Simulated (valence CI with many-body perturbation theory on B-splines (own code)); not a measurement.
Ladder of approximations for Er XVIII

Computed by configuration interaction combined with many-body perturbation theory (CI+MBPT): five valence electrons over a frozen Dirac-Fock core [Kr] 4d10, a basis of 7 s, 7 p, 7 d, 7 f, 4 g, 2 h functions for each j, with the one-electron correlation potential Σ1 (screened to all orders), the two-electron term Σ2, the three-electron term Σ3, Breit, model QED; selected single and double excitations, second order for the rest (own B-spline code, finite nucleus).

No measured spectrum was set against this ion. As an estimate, terms of the open shell hold to a few per cent of their energy, and close levels can change places. Core correlation moves these levels by up to 3400 cm⁻¹, and in measured spectra 5 to 20 % of such shifts remained as error; rates that hang on mixing are uncertain with them. Among the levels kept, up to 1100 cm⁻¹ of a level comes from second order outside the variational space, and about a tenth of that is noise between levels of different J, which matters for small intervals. Only levels of the ground parity were solved; by the run's estimate the other parity begins above the list, which can be wrong where configurations are misplaced.

Each rung adds one term. CI alone is the Dirac-Coulomb CI over the frozen core; QED comes last and gives the full result, which names the levels. Energies are above 4f5 6H°_5/2 on the same rung, in eV.

Names give the largest LS component (configuration and term), which can be under half, so a name can repeat, a term be missing and a line seem to break the LS rules; names also repeat where a configuration has a term twice. Letters in brackets count levels of one name in rising energy.

```
           Level  CI alone    + Σ1    + Σ2    + Σ3  + Breit    Full
     4f5 6H°_7/2    0.4337  0.4583  0.5076  0.5101   0.4583  0.4615
     4f5 6H°_9/2    0.9039  0.9518   1.046   1.049   0.9441  0.9500
    4f5 6H°_11/2     1.387   1.455   1.587   1.589    1.431   1.440
     4f5 6F°_1/2     1.758   1.794   1.789   1.797    1.748   1.752
     4f5 6F°_3/2     1.790   1.825   1.824   1.832    1.787   1.790
     4f5 6F°_5/2     1.917   1.951   1.954   1.959    1.913   1.916
    4f5 6H°_13/2     1.867   1.952   2.115   2.115    1.906   1.916
     4f5 6F°_7/2     2.271   2.326   2.364   2.378    2.286   2.292
    4f5 6H°_15/2     2.329   2.427   2.613   2.607    2.352   2.363
     4f5 6F°_9/2     2.739   2.818   2.888   2.908    2.764   2.772
    4f5 6F°_11/2     3.256   3.356   3.454   3.475    3.279   3.290
 4f5 4G°_5/2 [a]     3.939   3.972   4.064   4.026    4.007   4.009
     4f5 4F°_3/2     4.262   4.315   4.497   4.488    4.446   4.450
    4f5 4M°_15/2     4.737   4.772   4.702   4.656    4.527   4.529
 4f5 4G°_7/2 [a]     4.759   4.831   5.000   4.974    4.888   4.894
     4f5 4I°_9/2     4.909   4.970   5.062   4.996    4.904   4.909
    4f5 4I°_11/2     5.053   5.113   5.155   5.104    4.996   5.000
4f5 4K°_13/2 [a]     5.169   5.225   5.195   5.146    5.020   5.024
    4f5 4M°_17/2     5.502   5.576   5.553   5.530    5.314   5.320
     4f5 4P°_5/2     5.426   5.506   5.551   5.519    5.482   5.485
    4f5 4I°_15/2     5.743   5.838   5.923   5.879    5.673   5.681
     4f5 4G°_9/2     5.651   5.749   5.945   5.923    5.781   5.790
     4f5 4F°_5/2     5.737   5.805   5.947   5.938    5.832   5.841
    4f5 4M°_19/2     6.089   6.187   6.194   6.179    5.884   5.893
    4f5 4L°_13/2     6.213   6.313   6.347   6.302    6.118   6.127
     4f5 2P°_1/2     6.111   6.162   6.307   6.189    6.156   6.160
     4f5 6P°_3/2     6.258   6.329   6.210   6.231    6.165   6.170
    4f5 4L°_15/2     6.423   6.516   6.539   6.468    6.259   6.267
    4f5 4M°_21/2     6.515   6.625   6.647   6.633    6.276   6.286
    4f5 4K°_11/2     6.295   6.401   6.532   6.471    6.304   6.314
4f5 4G°_11/2 [a]     6.482   6.587   6.691   6.667    6.500   6.508
```

(1) How does the ionisation energy move along the ladder, and which term matters most?

## Answers

(1) CI alone 389.21, + Σ1 392.08, + Σ2 400.62, + Σ3 400.64, + Breit 400.67, + QED 400.69 eV. The largest step is Σ2, 8.54 eV. NIST lists 415 ± 21 eV (theoretical).
